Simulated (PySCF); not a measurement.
Isomers of C4H10O3Si2, mass 162.017 u with the commonest isotopes. Computed with PBE0/pcSseg-1 in PySCF (dipole) on a GFN2-xTB geometry, gas phase. One conformer each, none proved a minimum here; rigid rotors.

**Question.** Order these by dipole moment, largest first.
A. `[CH3:1][O:2][C@H:3]([O:4][SiH3:5])[SiH2:6][CH:7]=[C:8]=[O:9]` with C1–O2–C3–O4 -70°, O2–C3–O4–Si5 149°, O2–C3–Si6–C7 -65°, C3–Si6–C7–C8 11°
B. `[CH2:1]=[CH:2][O:3][SiH2:4][CH2:5][C:6](=[O:7])[O:8][SiH3:9]` with C1–C2–O3–Si4 -1°, C2–O3–Si4–C5 -179°, O3–Si4–C5–C6 176°, Si4–C5–C6–O7 -98°, C5–C6–O8–Si9 -177°
C. `[CH:1]#[C:2][SiH2:3][O:4][SiH:5]([O:6][CH3:7])[O:8][CH3:9]` with C2–Si3–O4–Si5 -72°, Si3–O4–Si5–O6 -80°, O4–Si5–O6–C7 178°, O4–Si5–O8–C9 51°
D. `[CH3:1][CH2:2][O:3][C@@H:4]1[SiH2:5][O:6][SiH2:7][C:8]1=[O:9]` with C1–C2–O3–C4 180°, C2–O3–C4–Si5 178°, O3–C4–Si5–O6 -78°, C4–Si5–O6–Si7 -8°, Si5–O6–Si7–C8 -15°, O6–Si7–C8–O9 -128°
E. `[CH2:1]=[CH:2][Si@@:3]([OH:4])([CH:5]=[O:6])[SiH2:7][O:8][CH3:9]` with C1–C2–Si3–O4 7°, C2–Si3–O4–H 85°, C2–Si3–C5–O6 -116°, C2–Si3–Si7–O8 -56°, Si3–Si7–O8–C9 177°

**Answer.** E (2.55 D), D (2.09 D), B (1.84 D), C (1.63 D), A (1.30 D).

**Question.** Order these by radius of gyration √(Σ m r²/M), largest first.
A. `[CH3:1][O:2][C@H:3]([O:4][SiH3:5])[SiH2:6][CH:7]=[C:8]=[O:9]` with C1–O2–C3–O4 -70°, O2–C3–O4–Si5 149°, O2–C3–Si6–C7 -65°, C3–Si6–C7–C8 11°
B. `[CH2:1]=[CH:2][O:3][SiH2:4][CH2:5][C:6](=[O:7])[O:8][SiH3:9]` with C1–C2–O3–Si4 -1°, C2–O3–Si4–C5 -179°, O3–Si4–C5–C6 176°, Si4–C5–C6–O7 -98°, C5–C6–O8–Si9 -177°
C. `[CH3:1][CH2:2][O:3][C@@H:4]1[SiH2:5][O:6][SiH2:7][C:8]1=[O:9]` with C1–C2–O3–C4 180°, C2–O3–C4–Si5 178°, O3–C4–Si5–O6 -78°, C4–Si5–O6–Si7 -8°, Si5–O6–Si7–C8 -15°, O6–Si7–C8–O9 -128°

**Answer.** B (2.786 Å), A (2.417 Å), C (2.136 Å).

**Question.** Order these by rotational constant C, largest first.
A. `[CH3:1][CH2:2][O:3][C@@H:4]1[SiH2:5][O:6][SiH2:7][C:8]1=[O:9]` with C1–C2–O3–C4 180°, C2–O3–C4–Si5 178°, O3–C4–Si5–O6 -78°, C4–Si5–O6–Si7 -8°, Si5–O6–Si7–C8 -15°, O6–Si7–C8–O9 -128°
B. `[CH2:1]=[CH:2][Si@@:3]([OH:4])([CH:5]=[O:6])[SiH2:7][O:8][CH3:9]` with C1–C2–Si3–O4 7°, C2–Si3–O4–H 85°, C2–Si3–C5–O6 -116°, C2–Si3–Si7–O8 -56°, Si3–Si7–O8–C9 177°
C. `[CH3:1][O:2][C@H:3]([O:4][SiH3:5])[SiH2:6][CH:7]=[C:8]=[O:9]` with C1–O2–C3–O4 -70°, O2–C3–O4–Si5 149°, O2–C3–Si6–C7 -65°, C3–Si6–C7–C8 11°
D. `[CH2:1]=[CH:2][O:3][SiH2:4][CH2:5][C:6](=[O:7])[O:8][SiH3:9]` with C1–C2–O3–Si4 -1°, C2–O3–Si4–C5 -179°, O3–Si4–C5–C6 176°, Si4–C5–C6–O7 -98°, C5–C6–O8–Si9 -177°
E. `[CH:1]#[C:2][SiH2:3][O:4][SiH:5]([O:6][CH3:7])[O:8][CH3:9]` with C2–Si3–O4–Si5 -72°, Si3–O4–Si5–O6 -80°, O4–Si5–O6–C7 178°, O4–Si5–O8–C9 51°

**Answer.** A (830.3 MHz), B (615.7 MHz), C (569.5 MHz), E (553.4 MHz), D (415.3 MHz).

```csv
SMILES,point group,Ia (u·Å²),Ib (u·Å²),Ic (u·Å²),κ,μa (D),μb (D),μc (D)
CO[C@H](O[SiH3])[SiH2]C=C=O,C1,286.63,718.43,887.35,-0.78,0.71,0.63,0.88
C=CO[SiH2]CC(=O)O[SiH3],C1,145.33,1153.46,1216.90,-0.99,0.91,1.23,1.03
C=C[Si@@](O)(C=O)[SiH2]OC,C1,350.78,708.12,820.77,-0.76,1.83,1.51,0.93
C#C[SiH2]O[SiH](OC)OC,C1,263.62,712.00,913.21,-0.77,0.24,1.60,0.10
CCO[C@@H]1[SiH2]O[SiH2]C1=O,C1,323.43,546.75,608.70,-0.74,1.83,0.99,0.19
```
